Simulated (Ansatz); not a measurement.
C4H5NSi, SMILES [SiH](C#C)(N)C#C.

The structure is a stationary point at B3LYP-D3(BJ)/def2-SVP. The structure was generated by enumeration, and PubChem lists no compound with its InChIKey, so it may never have been made. One conformer was computed; it need not be the lowest.

Two levels are set side by side: PBE/def2-SVPD (Ansatz, a quantum-chemistry and plane-wave program) and CAM-B3LYP/def2-SVPD (Ansatz). Energy differences of separate SCF runs at the same geometry; the states with an electron removed or added have multiplicity 2 and 2. Differences are taken from unrounded values.

| quantity | CAM-B3LYP |
|---|---|
| vertical ionisation energy (eV) | 9.90 |
| vertical singlet–triplet gap (eV) | 5.08 |

**Question.** What does PBE give, and how far is it from CAM-B3LYP? (Estimate from the structure and the level; the computed values follow.)

**Answer.** 
| quantity | PBE | PBE minus CAM-B3LYP |
|---|---|---|
| vertical ionisation energy (eV) | 9.15 | -0.75 |
| vertical singlet–triplet gap (eV) | 4.73 | -0.35 |
